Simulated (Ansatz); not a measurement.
`C[Se][InH2]` + `O[SiH3]` → `[SiH3][O][InH2]` + `C[SeH]`  (ligand exchange at the In–Se bond)

Calculated with Ansatz (gas phase, PBE0-D4/def2-TZVP geometries, no zero-point term in ΔE). CCSD(T)/CBS is the MP2 limit (def2-TZVPP, def2-QZVPP) plus CCSD(T) − MP2 in def2-TZVPP, frozen cores. DFT in def2-TZVPP. B3LYP here is the variant with VWN-RPA as its local correlation; programs differ in this. def2 core potentials past Kr. For In, Se outer-core shells are correlated without core-valence functions, which leaves a few kJ/mol of doubt a bond. Scalar relativity is left out up to krypton.

`C[Se][InH2]`:

```xyz
8

C     1.026    0.316    1.064
Se    0.562    1.150   -0.652
In   -1.285   -0.354   -1.384
H     0.899    1.057    1.850
H     0.388   -0.543    1.262
H     2.066   -0.002    1.020
H    -1.632   -1.621   -0.274
H    -2.025   -0.004   -2.887
```

`O[SiH3]`:

Cartesian coordinates in Å:
```
O 0.471 -0.999 0.651
Si -0.266 0.186 -0.225
H 1.311 -0.794 1.062
H -0.572 1.379 0.612
H -1.524 -0.407 -0.733
H 0.579 0.634 -1.366
```

`[SiH3][O][InH2]`:

Z-matrix (Å, degrees):
```
Si
O 1 1.622
H 1 1.490 2 110.7
H 1 1.496 2 111.8 3 120.0
H 1 1.490 2 110.8 3 -119.9
In 2 1.992 1 138.5 3 -120.0
H 6 1.702 2 110.2 1 180.0
H 6 1.706 2 112.5 1 -0.0
```

`C[SeH]`:

Z-matrix (Å, degrees):
```
C
Se 1 1.949
H 1 1.088 2 110.6
H 1 1.087 2 110.6 3 -123.3
H 1 1.089 2 106.0 3 118.4
H 2 1.468 1 95.4 3 61.7
```

| level | ΔE (kJ/mol) |
| --- | --- |
| PBE-D4 | 59.5 |
| BLYP-D4 | 50.1 |
| B3LYP-D4 | 53.2 |
| revPBE | 57.0 |
| r2SCAN | 54.9 |
| BHLYP | 53.2 |
| LC-ωPBE | 49.0 |
| SCS-MP2/def2-TZVPP | 47.7 |

Task: What does CCSD(T)/CBS give? (An estimate is asked.)

Result: The calculation gave: +53.1 kJ/mol. The listed levels differ from it by 6.4, -3.0, 0.1, 3.9, 1.8, 0.1, -4.1, -5.4 kJ/mol.

Largest T1 diagnostic among the species: 0.015.

At CCSD(T), def2-SVP lies −10.9 kJ/mol from the extrapolated value and def2-TZVPP −3.0 kJ/mol. From BLYP to BHLYP (50 % exact exchange), in def2-TZVPP and without D4, ΔE moves by +3.9 kJ/mol. Leaving LDA and LC-ωPBE aside and taking each functional with its dispersion term where it has one, the values, not all of them listed here, spread over 17.3 kJ/mol, from B97M-V to HSE06-D4. LDA lies +4.9 kJ/mol from PBE without D4.
